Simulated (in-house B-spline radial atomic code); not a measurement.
Ionisation energies along the 20-electron series, configuration [Ar] 3d2, as differences of self-consistent energies. NIST's values go from ground level to ground level; the uncertainty of those that are theory runs from under 0.1 % in few-electron ions to several per cent in heavy many-electron ones. Computed with an all-electron radial atomic-structure program (B-spline basis): non-relativistic Hartree-Fock, average of the configuration, point nuclei.

This level leaves out relativity, spin-orbit splitting included, which matters for heavy ions.

| ion | configuration after | ionisation energy (eV) | IE/(q+1)² (eV) | -ε less Coulomb ΔSCF (eV) | tabulated value (eV) | computed minus tabulated (eV) |
| --- | --- | --- | --- | --- | --- | --- |
| Eu43+ | [Ar] 3d1 | 3369.7 | 1.7405 | 1.934 | 3398 | -28 |
| Gd44+ | [Ar] 3d1 | 3515.1 | 1.7359 | 1.9367 | 3546 | -31 |
| Tb45+ | [Ar] 3d1 | 3663.6 | 1.7314 | 1.9394 | 3698 | -34 |
| Dy46+ | [Ar] 3d1 | 3815.1 | 1.7271 | 1.9419 | 3852 | -37 |
| Ho47+ | [Ar] 3d1 | 3969.7 | 1.723 | 1.9444 | 4009 | -39 |
| Er48+ | [Ar] 3d1 | 4127.3 | 1.719 | 1.9468 | 4170 | -43 |
| Tm49+ | [Ar] 3d1 | 4287.8 | 1.7151 | 1.9491 | 4335 | -47 |
| Yb50+ | [Ar] 3d1 | 4451.5 | 1.7114 | 1.9513 | 4502 | -51 |
| Lu51+ | [Ar] 3d1 | 4618.1 | 1.7079 | 1.9534 | 4673 | -55 |
| Hf52+ | [Ar] 3d1 | 4787.8 | 1.7044 | 1.9555 | 4846 | -58 |
| Ta53+ | [Ar] 3d1 | 4960.5 | 1.7011 | 1.9575 | 5024 | -64 |
| W54+ | [Ar] 3d1 | 5136.2 | 1.6979 | 1.9594 | 5209 | -73 |
